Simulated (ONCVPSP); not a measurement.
## Before and after: ONCV potential for Ga (Z = 31)

```
Element                 : gallium
Generator               : ONCVPSP 4.0.1
Type                    : optimised norm-conserving Vanderbilt (ONCV)
Functional              : LDA (Perdew-Wang 92)
Relativity              : scalar-relativistic
Frozen core             : [Ar]
Valence charge          : 13
Reference configuration : 3d10 4s1.5 4p1.5
Partial waves           : 4s: rc 1.80 bohr, ncon 4, nbas 7, qcut 4.3 1/bohr, 2 projectors, debl 2.2 Ha; 4p: rc 1.90 bohr, ncon 5, nbas 8, qcut 4.5 1/bohr, 2 projectors, debl 1.9 Ha; 3d: rc 0.95 bohr, ncon 3, nbas 8, qcut 15.5 1/bohr, 2 projectors, debl 2.2 Ha
Local potential         : polynomial inside 0.65 bohr (lpopt 5, dvloc0 2 Ha)
Core correction         : Teter function, fcfact 4.75, rcfact 1.45
```

All-electron outer shells of the reference configuration (LDA (PZ), scalar-relativistic, ld1.x):

```
shell  level (eV)  outermost node (bohr)  outermost maximum (bohr)
   3s     -148.42                   0.27                      0.56
   3p      -99.64                   0.24                      0.56
   3d      -20.36                      –                      0.53
   4s       -9.75                   0.81                      1.87
   4p       -3.14                   0.87                      2.47
```

Change: d: rc 0.74.

Cutoffs: the cutoffs (Ha) at which the residual kinetic energy of the hardest occupied pseudo-wave falls to 1 and 0.1 mHa per electron; they do not see the model core or the augmentation charge, which bear on the density cutoff. Errors are all-electron minus pseudo energies relative to the spin-unpolarised reference configuration.

Problem. Predict the effect on cutoff, ghosts and configuration errors.

Solution. The potential gets harder (99 Ha and 109 Ha → 125 Ha and 485 Ha); both files keep a bound ghost (s); of the 4 tests that both files solve, the error grows in 2 and shrinks in 0 by more than 15 % and 0.3 meV (median size 0.7 → 1.5 meV). A smaller radius makes the pseudo-wave follow the all-electron one further in, where it bends more sharply, so more plane waves are needed.

```tsv
quantity	base	changed
cutoff, loose	99 Ha	125 Ha
cutoff, tight	109 Ha	485 Ha
loose cutoff by channel	s 7.8 Ha, p 5.2 Ha, d 99 Ha	s 7.8 Ha, p 5.2 Ha, d 125 Ha
bound ghosts	s	s
GHOST(+) flags under 300 eV	p at 16.9 eV	p at 16.9 eV
error for 3d10 4s2 4p1, meV [ΔE -3.26 eV]	+0.3	+0.1
error for 3d10 4s2 4p0, meV [ΔE 2.62 eV]	-0.7	-0.7
error for 3d10 4s1 4p0, meV [ΔE 24.12 eV]	-5.1	-7.1
error for 3d10 4s0 4p3, meV [ΔE 10.28 eV]	-0.7	-2.3
s: phases at 1.82 bohr within 0.05 rad from the reference energy up to (Ha; the scan ends near 5)	4.3	4.3
p: phases at 1.92 bohr within 0.05 rad from the reference energy up to (Ha; the scan ends near 5)	0.6	0.6
rms error of d²Exc/dni dnj with the model core, mHa	1.04	1.52
```

 A true bound ghost makes a file unfit for plane-wave use even where its test errors are small: the radial tests pick states by their node count and pass the ghost by.
